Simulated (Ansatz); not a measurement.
Isolated molecules relaxed with PBE0-D4/def2-TZVP in Ansatz; ΔE leaves out vibrations. CCSD(T)/CBS is the MP2 limit (def2-TZVPP, def2-QZVPP) plus CCSD(T) − MP2 in def2-TZVPP, frozen cores. This one scheme is used for every species. Functionals use def2-TZVPP. For Ge outer-core shells are correlated without core-valence functions, which leaves a few kJ/mol of doubt a bond. Scalar relativity is left out up to krypton. One conformer a species, not always the lowest.

Reaction (ligand exchange at a Ge–C bond): `[BH2][GeH2][C](C)=N` + CH₃OH → `[BH2][GeH2][O]C` + `CC=N`

`[BH2][GeH2][C](C)=N`:

Cartesian coordinates in Å:
```
B 1.860 1.357 0.146
Ge 0.735 -0.111 1.035
C -0.606 -0.803 -0.275
C -1.648 0.156 -0.756
N -0.601 -1.993 -0.706
H 3.035 1.246 -0.028
H 1.317 2.346 -0.249
H -0.043 0.472 2.234
H 1.522 -1.347 1.515
H -1.180 1.026 -1.228
H -2.236 0.533 0.086
H -2.309 -0.335 -1.472
H 0.155 -2.547 -0.303
```

CH₃OH:

Cartesian coordinates in Å:
```
C 0.104 0.219 -0.261
O -0.770 -0.339 0.693
H -0.444 1.012 -0.771
H 0.423 -0.512 -1.014
H 0.996 0.662 0.198
H -0.309 -1.043 1.154
```

`[BH2][GeH2][O]C`:

Z-matrix (Å, degrees):
```
Ge
O 1 1.788
B 1 2.049 2 108.4
H 1 1.550 2 107.6 3 122.6
H 1 1.550 2 107.6 3 -122.6
C 2 1.404 1 117.9 3 179.9
H 3 1.192 1 121.2 2 0.2
H 3 1.194 1 119.7 2 -179.8
H 6 1.099 2 112.2 1 61.0
H 6 1.099 2 112.2 1 -60.7
H 6 1.093 2 108.3 1 -179.8
```

`CC=N`:

Z-matrix (Å, degrees):
```
C
C 1 1.493
H 1 1.092 2 111.6
H 1 1.094 2 110.3 3 -121.2
H 1 1.094 2 110.3 3 121.2
N 2 1.263 1 127.9 3 0.0
H 2 1.095 1 115.5 3 -180.0
H 6 1.023 2 110.6 1 0.0
```

| level | ΔE (kJ/mol) |
| --- | --- |
| PBE0 | -36.9 |
| CCSD(T)/def2-TZVPP | -40.4 |

Q: What does CCSD(T)/CBS give? (An estimate is asked.)

A: The calculation gave: -37.0 kJ/mol. The listed levels differ from it by 0.1, -3.4 kJ/mol.

Largest T1 diagnostic among the species: 0.014.

In def2-TZVPP, CCSD(T) changes the Hartree–Fock value by +23.1 kJ/mol (the triples alone add +3.4 kJ/mol) and MP2 by +24.0 kJ/mol. From PBE to PBE0 (25 % exact exchange), in def2-TZVPP and without D4, ΔE moves by −5.4 kJ/mol.
